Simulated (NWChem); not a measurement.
System: C3H4BrF; SMILES C/C(F)=C\Br

Input file for NWChem:

```
start job
memory heap 200 mb stack 900 mb global 1100 mb
geometry units angstroms noautosym nocenter noautoz
  C     -1.446032     1.599220     0.000000
  C      0.031791     1.421527     0.000000
  F      0.696206     2.604883     0.000000
  C      0.780451     0.318884     0.000000
  Br     0.069924    -1.444942     0.000000
  H     -1.753975     2.171086     0.883740
  H     -1.963010     0.638822     0.000000
  H     -1.753975     2.171086    -0.883740
  H      1.861277     0.361313     0.000000
end
basis spherical
  C library def2-svpd
  F library def2-svpd
  Br library def2-svpd
  H library def2-svpd
end
dft
  xc b3lyp
  iterations 150
end
property
  response 1 0.0773
end
task dft property
```

Coordinates come from a B3LYP/6-31G* (spherical d) optimisation. B3LYP is NWChem's, with the RPA form of VWN correlation.

Field at 589 nm.

What results follow from this input? (B3LYP/def2-SVPD.) Quantities: isotropic polarisability (bohr³); anisotropy (bohr³).


```json
{
 "isotropic polarisability (bohr³)": "63.2",
 "anisotropy (bohr³)": "34.8"
}
```
